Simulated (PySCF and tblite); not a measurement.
The numbers below are computed, except where a source is named.
C5H7NO, numbered as in [CH3:1][O:2][C@@H:3]1[CH2:4][C@@H:5]1[C:6]#[N:7].

Conformers came from 60 starts (ETKDG and KDG, MMFF94s, GFN2-xTB); geometries are GFN2-xTB. Free energies are PBE0-D3(BJ)/def2-SVP (IEF-PCM, tetrahydrofuran) single points with GFN2-xTB rigid-rotor and vibrational terms (modes under about 100 cm⁻¹ blended into free rotors). Symmetry numbers and mirror images are counted. Conformers within 2.5 kcal/mol (GFN2-xTB free energy) were kept, 6 at most. Run with PySCF (density fitting) and tblite.

Torsions listed: C1–O2–C3–C4.

```json
{"conformer": "1", "shape": "-84°", "symmetry": "C1", "dipole D": "6.47"}
{"conformer": "2", "shape": "152°", "symmetry": "C1", "dipole D": "5.11"}
```

Q: Which of these conformers is the most populated at 298.15 K, and with what share?

A: Conformer 2, about 82 %.

Q: Give the DFT energies and free energies relative to the lowest, and all weights.

A: 
| conformer | shape | E(DFT) kcal/mol | G(298.15 K) kcal/mol | weight % |
| --- | --- | --- | --- | --- |
| 1 | -84° | 1.03 | 0.90 | 18.0 |
| 2 | 152° | 0.00 | 0.00 | 82.0 |

Q: How does its share change from 250 K to 350 K?

A: From 86 % to 78 %; the mixing entropy goes from 0.80 to 1.04 cal/(mol K).
